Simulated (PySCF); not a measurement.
Si(F)2(NH2)2 (F2H4N2Si), SMILES N[Si](F)(F)N. The structure is a stationary point at PBE-D3(BJ)/def2-SVP. The values are those of a single conformer.

Computed equilibrium geometry at PBE-D3(BJ)/def2-SVP (PySCF confirms it by a frequency run) as a Z-matrix, and its point group (one conformer of several):
point group C2.
```
Si
F 1 1.6347
F 1 1.6347 2 103.55
N 1 1.7079 2 104.89 3 123.32
H 4 1.0208 1 120.35 2 179.45
H 4 1.0212 5 112.13 1 -150.34
N 1 1.7079 2 117.12 3 -114.87
H 7 1.0208 1 120.35 2 -66.43
H 7 1.0212 8 112.13 1 -150.34
```
Charge 0, spin multiplicity 1.
